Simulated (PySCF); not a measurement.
Molfile (atoms numbered from 1):
```
C6H10O4Si
     RDKit          3D

 21 21  0  0  0  0  0  0  0  0999 V2000
    2.2375   -1.5598    0.6435 O   0  0  0  0  0  0  0  0  0  0  0  0
    2.1271   -0.5658   -0.0197 C   0  0  0  0  0  0  0  0  0  0  0  0
    3.0800    0.3104   -0.2102 O   0  0  0  0  0  0  0  0  0  0  0  0
    4.6191    0.1227    0.4243 Si  0  0  0  0  0  4  0  0  0  0  0  0
    0.8406   -0.1945   -0.7789 C   0  0  0  0  0  0  0  0  0  0  0  0
    0.7826   -0.1201   -1.9768 O   0  0  0  0  0  0  0  0  0  0  0  0
   -0.1493    0.0148    0.0696 O   0  0  0  0  0  0  0  0  0  0  0  0
   -1.4375    0.3248   -0.4670 C   0  0  0  0  0  0  0  0  0  0  0  0
   -2.3438    1.0684    0.5190 C   0  0  0  0  0  0  0  0  0  0  0  0
   -3.4571    0.0466    0.2353 C   0  0  0  0  0  0  0  0  0  0  0  0
   -2.4341   -0.8452   -0.4865 C   0  0  0  0  0  0  0  0  0  0  0  0
    4.5136    0.0918    1.8782 H   0  0  0  0  0  0  0  0  0  0  0  0
    5.1914   -1.1053   -0.1108 H   0  0  0  0  0  0  0  0  0  0  0  0
    5.1900    1.3506   -0.1063 H   0  0  0  0  0  0  0  0  0  0  0  0
   -1.3079    0.8132   -1.4360 H   0  0  0  0  0  0  0  0  0  0  0  0
   -1.9545    1.0003    1.5317 H   0  0  0  0  0  0  0  0  0  0  0  0
   -2.5573    2.1069    0.2795 H   0  0  0  0  0  0  0  0  0  0  0  0
   -4.2230    0.4336   -0.4325 H   0  0  0  0  0  0  0  0  0  0  0  0
   -3.9335   -0.3897    1.1090 H   0  0  0  0  0  0  0  0  0  0  0  0
   -2.7096   -1.2156   -1.4704 H   0  0  0  0  0  0  0  0  0  0  0  0
   -2.0833   -1.6712    0.1281 H   0  0  0  0  0  0  0  0  0  0  0  0
  1  2  2  0
  2  3  1  0
  3  4  1  0
  2  5  1  0
  5  6  2  0
  5  7  1  0
  7  8  1  0
  8  9  1  0
  9 10  1  0
 10 11  1  0
 11  8  1  0
  4 12  1  0
  4 13  1  0
  4 14  1  0
  8 15  1  0
  9 16  1  0
  9 17  1  0
 10 18  1  0
 10 19  1  0
 11 20  1  0
 11 21  1  0
M  END
```

PySCF 2.14 calculation with shielding tensors at PBE0/pcSseg-1 (GIAO) and geometry from GFN2-xTB; one computed conformer, rapidly exchanging positions averaged, in vacuum, non-relativistic.

Chemical shifts δ = σref − σ; 13C vs TMS, all at this level.

Problem. Do the 13C shifts follow the atomic charges (in e)? Tabulate both.

Solution. 
```
 atoms  hybridisation  δ (ppm)  σ para (ppm)  Hirshfeld    IAO  Mulliken  ESP-fitted
    C2            sp2    167.5          -233      +0.21  +0.50     +0.50       +0.73
    C5            sp2    166.1          -230      +0.20  +0.49     +0.51       +0.48
    C8            sp3     68.9          -122      +0.05  +0.07     -0.02       +0.67
C9/C11            sp3     30.9           -94      -0.07  -0.28     -0.15       -0.33
   C10            sp3     13.0           -82      -0.07  -0.27     -0.25       +0.03
```

Correlation coefficients of δ with charge over these carbons: Hirshfeld +0.99, IAO +0.99, Mulliken +1.00, ESP-fitted +0.73; with the paramagnetic shielding -1.00. With so few points, grouped by hybridisation, these coefficients are fragile. Charge is one influence among several: hybridisation and low-lying excitations act through the paramagnetic term.

Shifts are as computed. Against solution values, carbons near 30 ppm lie about +3 ppm off and those near 130 ppm about +5 ppm. Of 1211 compounds with measured shifts, 218 miss one by over three times the rms of a fit or turn the order of signals round; such compounds aren't used in these exercises.
